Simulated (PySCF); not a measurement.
## Relaxation of quartet RuOBr

Level of theory: UPBE0 in PySCF with Ru def2-SVP with ECP28, O def2-SVP, Br def2-SVP; scalar-relativistic core potentials, no spin–orbit coupling; density-fitted integrals. A (50,194) grid was used.

A start displaced from a saddle point along its imaginary mode, of Cs symmetry, held to at least that symmetry:

Coordinates in bohr (charge 0 multiplicity 4):
```
Ru   -0.0453   -0.0405   -1.5580
O     0.1690    0.1512   -4.7604
Br    0.0242    0.0216    2.9766
```

Optimiser trace:
```
step  E − E(last) (kJ/mol)  largest gradient (Eh/bohr)
   0                 36.37                     0.00805
   1                 34.41                     0.00620
   2                 31.27                     0.00700
   3                 27.02                     0.00932
   4                 22.43                     0.01223
   5                 14.61                     0.04862
   6                  6.86                     0.00815
   7                  3.42                     0.00686
   8                  0.50                     0.00998
   9                  0.03                     0.00089
  10                  0.00                     0.00063
  11                  0.00                     0.00012
```

It ends at Cs with Ru–Br 2.368 Å, Ru–O 1.667 Å; Br–Ru–O 125.2° (after a last refinement on a finer grid). The frequency run here used a shortcut that can spoil soft modes, so no verdict on minimum or saddle point is given.

Other spin states or occupations of the open shell can lie lower.
